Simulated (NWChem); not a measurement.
All runs are NWChem calculations. System: C3H6Cl, charge 0, spin multiplicity 2, at a geometry optimised with UB3LYP/def2-SVP. The structure started from a generated list of species. Its SCF solution wasn't tested for a lower state. Level: UMP2/def2-TZVP, 8 core orbitals frozen.

NWChem printed:

```
             Northwest Computational Chemistry Package (NWChem) 7.3.0
             --------------------------------------------------------

                                NWChem Input Module
                                -------------------

 Scaling coordinates for geometry "geometry" by  1.889725989
 (inverse scale =  0.529177249)

 Turning off AUTOSYM since
 SYMMETRY directive was detected!

                             Geometry "geometry" -> ""
                             -------------------------

 Output coordinates in angstroms (scale by  1.889725989 to convert to a.u.)

  No.       Tag          Charge          X              Y              Z
 ---- ---------------- ---------- -------------- -------------- --------------
    1 C                    6.0000    -0.44066200    -0.97978200     1.31251300
    2 C                    6.0000     0.00761100    -0.43437300     0.00000000
    3 C                    6.0000    -0.44066200    -0.97978200    -1.31251300
    4 Cl                  17.0000     0.50809900     1.24278700     0.00000000
    5 H                    1.0000    -1.44542100    -0.60375200     1.59999200
    6 H                    1.0000    -0.50268100    -2.07944400     1.26976600
    7 H                    1.0000     0.25040500    -0.69868200     2.12284200
    8 H                    1.0000     0.25040500    -0.69868200    -2.12284200
    9 H                    1.0000    -1.44542100    -0.60375200    -1.59999200
   10 H                    1.0000    -0.50268100    -2.07944400    -1.26976600

 Effective nuclear repulsion energy (a.u.)     155.1032246187

            Nuclear Dipole moment (a.u.)
            ----------------------------
        X                 Y               Z
 ---------------- ---------------- ----------------
     0.0000207870     0.0000018897    -0.0000000000

      Symmetry information
      --------------------

 Group name             Cs
 Group number              2
 Group order               2
 No. of unique centers     6

      Symmetry unique atoms

     1    2    4    5    6    7


 Summary of "ao basis" -> "" (spherical)
 ------------------------------------------------------------------------------
       Tag                 Description            Shells   Functions and Types
 ---------------- ------------------------------  ------  ---------------------
 *                         def2-tzvp                  on all atoms

 Summary of "ao basis" -> "ao basis" (spherical)
 ------------------------------------------------------------------------------
       Tag                 Description            Shells   Functions and Types
 ---------------- ------------------------------  ------  ---------------------
 C                         def2-tzvp                11       31   5s3p2d1f
 Cl                        def2-tzvp                13       37   5s5p2d1f
 H                         def2-tzvp                 4        6   3s1p

                                 NWChem SCF Module
                                 -----------------

  ao basis        = "ao basis"
  functions       =   166
  atoms           =    10
  alpha electrons =    21
  beta  electrons =    20
  charge          =   0.00
  wavefunction    = UHF
  use symmetry    = T
  symmetry adapt  = T

 Summary of "ao basis" -> "ao basis" (spherical)
 ------------------------------------------------------------------------------
       Tag                 Description            Shells   Functions and Types
 ---------------- ------------------------------  ------  ---------------------
 C                         def2-tzvp                11       31   5s3p2d1f
 Cl                        def2-tzvp                13       37   5s5p2d1f
 H                         def2-tzvp                 4        6   3s1p

      Symmetry analysis of basis
      --------------------------

        a'         95
        a"         71

 Forming initial guess at       0.1s

   Symmetry analysis of molecular orbitals - initial alpha
   -------------------------------------------------------

  Numbering of irreducible representations:

     1 a'          2 a"

  Orbital symmetries:

     1 a'          2 a'          3 a"          4 a'          5 a'
     6 a'          7 a'          8 a"          9 a'         10 a'
[...]
    Atom       Charge   Shell Charges
 -----------   ------   -------------------------------------------------------
    1 C    6     3.08   0.43  0.56  0.23  0.32  0.04  0.61  0.67  0.17  0.01  0.04  0.00
    2 C    6     3.50   0.43  0.56  0.27  0.37  0.04  0.78  0.89  0.09  0.01  0.07  0.00
    3 C    6     3.08   0.43  0.56  0.23  0.32  0.04  0.61  0.67  0.17  0.01  0.04  0.00
    4 Cl  17     8.58   1.01  0.22  0.76  0.54  0.42  2.09  0.84  0.54  1.39  0.72  0.01  0.03  0.00
    5 H    1     0.48   0.14  0.26  0.07  0.01
    6 H    1     0.45   0.13  0.25  0.06  0.01
    7 H    1     0.45   0.13  0.25  0.05  0.01
    8 H    1     0.45   0.13  0.25  0.05  0.01
    9 H    1     0.48   0.14  0.26  0.07  0.01
   10 H    1     0.45   0.13  0.25  0.06  0.01

   Mulliken analysis of the beta density
   -------------------------------------

    Atom       Charge   Shell Charges
 -----------   ------   -------------------------------------------------------
    1 C    6     3.22   0.43  0.56  0.24  0.35  0.04  0.64  0.73  0.20  0.01  0.02  0.00
    2 C    6     2.43   0.43  0.56  0.22  0.29  0.03  0.38  0.42  0.01  0.01  0.07  0.01
    3 C    6     3.22   0.43  0.56  0.24  0.35  0.04  0.64  0.73  0.20  0.01  0.02  0.00
    4 Cl  17     8.58   1.01  0.22  0.76  0.54  0.42  2.09  0.85  0.54  1.40  0.73  0.01  0.02  0.00
    5 H    1     0.41   0.12  0.23  0.05  0.01
    6 H    1     0.44   0.13  0.24  0.06  0.01
    7 H    1     0.43   0.13  0.24  0.05  0.01
    8 H    1     0.43   0.13  0.24  0.05  0.01
    9 H    1     0.41   0.12  0.23  0.05  0.01
   10 H    1     0.44   0.13  0.24  0.06  0.01

   Mulliken analysis of the spin density
   -------------------------------------

    Atom       Charge   Shell Charges
 -----------   ------   -------------------------------------------------------
    1 C    6    -0.14  -0.00  0.00 -0.01 -0.02 -0.00 -0.04 -0.06 -0.02  0.00  0.02  0.00
    2 C    6     1.07   0.00 -0.00  0.05  0.08  0.00  0.40  0.47  0.08 -0.00  0.00 -0.00
    3 C    6    -0.14  -0.00  0.00 -0.01 -0.02 -0.00 -0.04 -0.06 -0.02  0.00  0.02  0.00
    4 Cl  17    -0.01   0.00  0.00 -0.00  0.00 -0.00  0.00 -0.00  0.00 -0.01 -0.01  0.00  0.01  0.00
    5 H    1     0.07   0.02  0.04  0.02 -0.00
    6 H    1     0.01   0.00  0.01  0.00 -0.00
    7 H    1     0.02   0.01  0.01  0.00 -0.00
    8 H    1     0.02   0.01  0.01  0.00 -0.00
    9 H    1     0.07   0.02  0.04  0.02 -0.00
   10 H    1     0.01   0.00  0.01  0.00 -0.00

       Multipole analysis of the density wrt the origin
       ------------------------------------------------

     L   x y z        total         alpha         beta         nuclear
     -   - - -        -----         -----         ----         -------
     0   0 0 0     -0.000000    -21.000000    -20.000000     41.000000

     1   1 0 0     -0.342546     -0.242101     -0.100466      0.000021
     1   0 1 0     -0.700945      0.040760     -0.741707      0.000002
     1   0 0 1      0.000000      0.000000     -0.000000     -0.000000

     2   2 0 0    -24.689153    -34.246445    -31.612106     41.169397
     2   1 1 0      0.085302    -34.394202    -34.734990     69.214494
     2   1 0 1     -0.000000      0.000000     -0.000000      0.000000
     2   0 2 0    -24.433716   -101.291353    -99.060509    175.918146
     2   0 1 1     -0.000000      0.000000     -0.000000     -0.000000
     2   0 0 2    -23.475203    -80.521164    -78.760761    135.806722

                   NWChem MP2 Semi-direct Energy/Gradient Module
                   ---------------------------------------------

  Basis functions       =    166
  Molecular orbitals    =    166
  Frozen core           =      8
  Frozen virtuals       =      0
  Active alpha occupied =     13
  Active beta occupied  =     12
  Active alpha virtual  =    145
  Active beta virtual   =    146
  Use MO symmetry       = T
  Use skeleton AO sym   = T

  AO/Fock/Back tols     =   1.0D-09  1.0D-09  1.0D-09

 GA uses MA = F    GA memory limited = T

 Available:
  local mem=  1.26D+08
 global mem=  1.44D+08
 local disk=  0.00D+00
  mp2_memr nvloc                   145
  nvloc new                   145
   1 passes of  13:        5242880                     150426                  86882675.
   1 passes of  13: M    126148004           G      144124088           F     120905124.

 Semi-direct pass number   1 of   1  for UHF alpha       at       17.7s
  vrange nnbf                 13549
  mp2_eaftype                   331  avail_ma_in_mb                  1099
 EAF : mp2_eaftype filesize         331   43441338.
  mp2_eaf for mointskh                    331
Node 0 wrote    204.3 Mb in      0.2 s     Agg I/O rate:   887.0 Mb/s
 Done moints_semi at       28.1s
  mp2_eaftype                   331  avail_ma_in_mb                   768
 EAF : mp2_eaftype filesize         331   43441338.
  mp2_eaf for kh                   331
 Done maket at       28.6s
 Done multipass loop at       28.6s

 GA uses MA = F    GA memory limited = T

 Available:
  local mem=  1.26D+08
 global mem=  1.44D+08
 local disk=  0.00D+00
  mp2_memr nvloc                   146
  nvloc new                   146
   1 passes of  12:        5242880                     143779                  80755817.
   1 passes of  12: M    126148004           G      144124088           F     120905124.

 Semi-direct pass number   1 of   1  for UHF beta        at       28.6s
  vrange nnbf                 13549
  mp2_eaftype                   308  avail_ma_in_mb                  1099
 EAF : mp2_eaftype filesize         308   40377909.
  mp2_eaf for mointskh                    308
Node 0 wrote    189.9 Mb in      0.2 s     Agg I/O rate:   850.2 Mb/s
 Done moints_semi at       41.3s
  mp2_eaftype                   308  avail_ma_in_mb                   791
 EAF : mp2_eaftype filesize         308   40377909.
  mp2_eaf for kh                   308
 Done maket at       41.8s
 Done multipass loop at       41.8s

          -------------------------------------------
          SCF energy                -576.616064569749
          Correlation energy          -0.665374755691
          Singlet pairs                0.000000000000
          Triplet pairs                0.000000000000
          Total MP2 energy          -577.281439325439
          -------------------------------------------

          ---------------------------------------------------
                    Spin Component Scaled (SCS) MP2
          Same spin pairs                     -0.157014095681
          Same spin scaling factor             0.333333333333
          Opposite spin pairs                 -0.508360660010
          Opposite spin scaling fact.          1.200000000000
          SCS-MP2 correlation energy          -0.662370823905
          Total SCS-MP2 energy              -577.278435393654
          ---------------------------------------------------

 -----------------------
 Performance information
 -----------------------

 Timer overhead =  9.66D-08 seconds/call

               Nr. of calls         CPU time (s)                 Wall time (s)                GFlops
             ---------------    -------------------     ------------------------------   -------------------
Name         Min   Avg   Max    Min     Avg     Max     Min     Avg     Max   Mx/calls   Min     Max     Sum
mp2: moin     2     2     2    23.     23.     23.      23.     23.     23.     12.      0.0     0.0     0.0
mp2: make     2     2     2    1.0     1.0     1.0      1.0     1.0     1.0    0.52      0.0     0.0     0.0
mp2: tota     1     1     1    24.     24.     24.      24.     24.     24.     24.      0.0     0.0     0.0

 The average no. of pstat calls per process was 5.00D+00
 with a timing overhead of 4.83D-07s

 Task  times  cpu:       41.8s     wall:       41.8s

 Total times  cpu:       41.8s     wall:       41.8s
```

Question: Write an NWChem input that would produce this output.

Answer: One answer among several that fit: 
```
start mol
memory heap 200 mb stack 900 mb global 1100 mb
geometry units angstroms nocenter noautoz
  C     -0.440662    -0.979782     1.312513
  C      0.007611    -0.434373     0.000000
  C     -0.440662    -0.979782    -1.312513
  Cl     0.508099     1.242787     0.000000
  H     -1.445421    -0.603752     1.599992
  H     -0.502681    -2.079444     1.269766
  H      0.250405    -0.698682     2.122842
  H      0.250405    -0.698682    -2.122842
  H     -1.445421    -0.603752    -1.599992
  H     -0.502681    -2.079444    -1.269766
  symmetry group Cs
end
basis spherical
  * library def2-tzvp
end
scf
  uhf
  nopen 1
  maxiter 100
  thresh 1e-7
  semidirect memsize 60000000 filesize 0
  # guess.movecs holds the orbitals of an unrestricted PBE0 run
  vectors input guess.movecs output mol.movecs
end
mp2
  freeze core 8
end
task mp2 energy
```
